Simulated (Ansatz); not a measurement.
Input:

```yaml
crystal:
  periodic: [false, false, false]
  atoms:
    - { symbol: Si, position_ang: [-1.6444, 0.5246, -0.6826] }
    - { symbol: Al, position_ang: [-0.0771, -0.9061, 0.1845] }
    - { symbol: C, position_ang: [0.61615, -2.36127, -0.93506] }
    - { symbol: I, position_ang: [-0.96192, -3.72466, -1.57012] }
    - { symbol: H, position_ang: [-2.8837, -0.2001, -1.1096] }
    - { symbol: H, position_ang: [-2.0586, 1.5756, 0.328] }
    - { symbol: H, position_ang: [-1.1074, 1.2613, -1.8629] }
    - { symbol: H, position_ang: [0.42707, -0.76746, 1.66407] }
    - { symbol: H, position_ang: [1.16714, -1.95792, -1.86805] }
    - { symbol: H, position_ang: [1.39222, -2.97556, -0.36429] }
basis:
  gaussian: { orbitals: def2-SVP }
hamiltonian:
  xc: pbe
relax:
  f_tol: 0.015
  max_steps: 40
output:
  orbitals: {}
```

Launched with:

```bash
$ ansatz run input.yaml --threads 2 --pin off --max-ram 3072MiB --backend cpu --events-out ev --progress --plain --runs-dir out
```

Hardware: 2 threads of Intel(R) Xeon(R) Platinum 8375C CPU @ 2.90GHz (Ice Lake) (shared host).

Task: Roughly how long does this run take, and how much memory?

Result: 54 s, with a peak of 0.17 GiB, for 26 ionic steps.
